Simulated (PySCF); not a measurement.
BFBr2, SMILES FB(Br)Br. The structure is a stationary point at PBE-D3(BJ)/def2-SVP.

These are PBE-D3(BJ)/def2-SVP in PySCF values and carry that method's errors.

Harmonic wavenumbers (cm⁻¹): 166, 297, 414, 456, 865, 1293. Rotational constants (GHz): 5.546, 1.132, 0.9400; symmetry number 2.

**Question.** Work out the zero-point energy and the ideal-gas rigid-rotor harmonic-oscillator thermochemistry at 298.15 K and 1 atm.

**Answer.** ZPE = ½ Σ hcν = ½ × 3491 cm⁻¹ = 20.88 kJ/mol. H − E(el) = 35.18 kJ/mol. Entropy in J/(mol K): translation 174.16, rotation 113.02, vibration 24.24, total 311.42. G − E(el) = -57.67 kJ/mol. Cp = 62.77 J/(mol K).
